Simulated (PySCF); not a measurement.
Compound: o-toluidine, C7H9N.
Numbering: `[CH3:1][c:2]1[cH:3][cH:4][cH:5][cH:6][c:7]1[NH2:8]`

Definitions: NICS(0) = −σiso at the ring centroid; NICS(1) = −σiso and NICS(1)zz = −σzz at ±1 Å along the ring normal z. Level: GIAO PBE0/pcSseg-1 (PySCF, non-relativistic, gas phase) on the GFN2-xTB geometry, one conformer.

Ring bond lengths (Å), with Mayer bond orders in brackets: C2–C3 1.384 (1.48), C3–C4 1.385 (1.44), C4–C5 1.383 (1.43), C5–C6 1.381 (1.47), C6–C7 1.393 (1.36), C7–C2 1.403 (1.29).

Problem. Give the NICS values of each ring in ppm.

Solution. 
```tsv
ring	type	NICS(0)	NICS(1), two faces	NICS(1)zz, two faces	rms pucker (Å)	centre to ring atoms, mean (Å)
C2–C3–C4–C5–C6–C7	6-membered carbocycle; formal bonds all aromatic	-8.7	-10.5 / -10.7	-25.7 / -25.9	0.00	1.39
```

Problem. What can be read from them?

Solution. 
- C2–C3–C4–C5–C6–C7: mean NICS(1)zz -25.8 ppm, shielded. For a flat ring without four-coordinate atoms the NICS criterion counts such a value as aromatic.

Problem. How equal are the bonds by HOMA? HOMA takes Krygowski's 1993 parameters.

Solution. 
- C2–C3–C4–C5–C6–C7: HOMA 0.98 = 1 − EN − GEO, with mean bond length 1.388 Å, EN = α(Ropt − mean)² = 0.000 and GEO = α × variance = 0.015. The geometric and the magnetic index point the same way.

Problem. What field does 1 T along the ring normal induce along that normal at the second NICS(1) probe listed for ring C2–C3–C4–C5–C6–C7, 1 Å off the ring?

Solution. NICSzz × B0 = -25.9 ppm × 1 T = -26 μT, against the applied field.

Problem. List the ring angles and the Hirshfeld charges of the ring atoms.

Solution. 
- C2–C3–C4–C5–C6–C7: C2 118.9° (-0.015 e), C3 121.6° (-0.058 e), C4 119.4° (-0.075 e), C5 120.0° (-0.057 e), C6 120.9° (-0.081 e), C7 119.3° (+0.046 e); sum 720.0° against 720° for a flat convex ring.

Shape of the structure used: `[CH3:1][c:2]1[cH:3][cH:4][cH:5][cH:6][c:7]1[NH2:8]`: H–N8–C7–C6 155°, H–N8–C7–C6 19°.
